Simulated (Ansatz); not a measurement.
CH7BOSi2, SMILES `OB1[SiH2]C1[SiH3]`: the same geometry under several functionals.

```yaml
crystal:
  periodic: [false, false, false]
  atoms:
    - {symbol: O, position_ang: [-1.757354, 1.631335, 0.763043]}
    - {symbol: B, position_ang: [-1.042326, 0.517625, 0.553728]}
    - {symbol: Si, position_ang: [-0.728580, -1.401794, 0.439313]}
    - {symbol: C, position_ang: [0.436581, 0.115028, 0.597933]}
    - {symbol: Si, position_ang: [1.365079, 0.381011, -0.992535]}
    - {symbol: H, position_ang: [-2.705621, 1.489783, 0.698493]}
    - {symbol: H, position_ang: [-0.868180, -2.258767, 1.643481]}
    - {symbol: H, position_ang: [-0.534493, -2.208518, -0.790426]}
    - {symbol: H, position_ang: [1.070692, 0.329750, 1.459578]}
    - {symbol: H, position_ang: [1.861708, 1.778776, -1.110830]}
    - {symbol: H, position_ang: [0.454510, 0.115599, -2.140698]}
    - {symbol: H, position_ang: [2.524883, -0.545027, -1.087178]}
basis:
  gaussian: {orbitals: def2-TZVPP}
hamiltonian: {xc: {name: r2SCAN0}, dispersion: d4}
output: {orbitals: {seedname: orbitals}}
```

```sh
$ ansatz run in.yaml --threads 4 --pin off --events-out ev --progress --plain
```

Shortened log:

```
Functional definition: r2SCAN0
1495 factors; their error is unknown
mean field evaluation 1: about -19618.5520 eV, gradient 6.5e1 eV
mean field evaluation 2: about -19608.2798 eV, gradient 8.9e1 eV
mean field evaluation 4: about -19627.3794 eV, gradient 3.5e0 eV
mean field evaluation 8: about -19627.4492 eV, gradient 3.1e-1 eV
mean field evaluation 16: about -19627.4493 eV, gradient 1.6e-5 eV
mean field -19627.44932017 eV, -721.2954585534 hartree, gradient 1.6e-5 eV, S^2 0.000000; 0 other end points of the search recorded, 0 dependent functions left out
reference -19627.44933252 eV, -721.2954590071 hartree; 27, 27 occupied and 248, 248 virtual orbitals, 1495 factors
Total energy: -19627.53316509 eV, -721.2985397972 hartree
```

It took 6 s on 4 threads of a server CPU on a shared host, with 0.77 GiB of host memory at the peak.

Changing it to `hamiltonian: {xc: {name: BLYP}, dispersion: d4}` (abridged; 2.8 s):

```
Functional definition: BLYP
mean field evaluation 16: about -19629.9513 eV, gradient 2.2e-4 eV
mean field -19629.95133775 eV, -721.3874060036 hartree, gradient 6.2e-5 eV, S^2 0.000000
Total energy: -19630.57943573 eV, -721.4104881785 hartree
```

Changing it to `hamiltonian: {xc: hse06, dispersion: d4}` (abridged; 4.1 s):

```
Functional definition: HSE06
mean field evaluation 16: about -19619.9003 eV, gradient 2.3e-4 eV
mean field -19619.90030672 eV, -721.0180374261 hartree, gradient 2.4e-5 eV, S^2 0.000000
Total energy: -19620.13128402 eV, -721.0265256851 hartree
```

With the line `hamiltonian: {xc: {name: wB97X-V}}` (abridged; 10 s):

```
Functional definition: wB97X-V
mean field evaluation 16: about -19628.0301 eV, gradient 3.7e-4 eV
mean field -19628.03009957 eV, -721.3168018025 hartree, gradient 4.1e-5 eV, S^2 0.000000
Total energy: -19628.03009704 eV, -721.3168017096 hartree
```

With the line `hamiltonian: {xc: {name: B2PLYP}}` (abridged; 7 s):

```
Functional definition: B2PLYP
mean field evaluation 16: about -19615.1366 eV, gradient 1.8e-4 eV
mean field -19615.13662460 eV, -720.8429753368 hartree, gradient 6.0e-7 eV, S^2 0.000000
13 core orbitals not correlated: weight in the atoms' cores, before any rotation towards them, 1.000 or more for the frozen orbitals, at most 0.000 for the correlated occupied ones
second order -25.07909954 eV of doubles, -0.00000000 eV of singles
Total energy: -19621.90817452 eV, -721.0918252067 hartree
```

With the line `hamiltonian: {xc: {name: r2SCANh}, dispersion: d4}` (abridged; 6.5 s):

```
Functional definition: r2SCANh
mean field evaluation 16: about -19627.8179 eV, gradient 3.1e-4 eV
mean field -19627.81789089 eV, -721.3090032775 hartree, gradient 5.3e-5 eV, S^2 0.000000
Total energy: -19627.89346417 eV, -721.3117805443 hartree
```

HSE06 is the plane-wave form, built on full-range PBE exchange.
